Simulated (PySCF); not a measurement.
Gas-phase reaction: GaBr3 + 2 GaCl3 → 3 GaBr + 6 Cl, at 500 K and a standard pressure of 1 bar. Level: GFN2-xTB.

Computed with PySCF (xtb for GFN2) and rigid-rotor harmonic-oscillator thermochemistry at 1 bar. Open shells (unrestricted): Cl (multiplicity 2, electronic degeneracy 6); the rest are closed-shell singlets. GFN2 has no spin-polarisation term. Spin-orbit splitting is ignored; it lowers the true energy and changes the entropy of Cl. The harmonic model lacks anharmonicity and excited electronic states, which grow with temperature; levels with a mode under 35 cm⁻¹ are left out. Soft modes under 120 cm⁻¹ make the harmonic entropy rough for GaBr3.

```csv
species,E (Ha),H(500 K) − E (kJ/mol),S°(500 K) (J/mol/K)
GaBr3,-13.63249,42.3,409.9
GaCl3,-15.04073,42.9,373.2
GaBr,-5.36715,18.9,271.5
Cl,-4.48252,10.4,179.0
```
E: electronic energy; H − E holds the zero-point and thermal terms. 1 Ha = 2625.5 kJ/mol.

Question: Work out ΔH°, ΔS°, ΔG° and log10 K from these numbers.

Answer: 1. ΔE = 3×(-5.36715) + 6×(-4.48252) − 1×(-13.63249) − 2×(-15.04073) = 0.71738 Ha = 1883.5 kJ.
2. Δ(H − E) = 3×(18.9) + 6×(10.4) − 1×(42.3) − 2×(42.9) = -9.0 kJ, so ΔH° = 1874.5 kJ.
3. ΔS° = 3×(271.5) + 6×(179.0) − 1×(409.9) − 2×(373.2) = 732.2 J/K; the number of gas molecules changes by +6.
4. ΔG° = ΔH° − TΔS° = 1874.5 − 500×(732.2)/1000 = 1508.4 kJ.
5. log10 K = −ΔG°/(RT ln 10) = -157.62, with RT ln 10 = 9.57 kJ/mol; at standard pressures the reactants are favoured.
6. A shift of 10 kJ in ΔE would move log10 K by 1.04 here.
For scale, ΔH°(298 K) is 1875 kJ at this level, 1879 kJ at ωB97M-V/def2-TZVP†, and runs from 1341 to 2180 kJ over the 20 levels computed († marks an energy on the PBE0/def2-TZVP geometry).
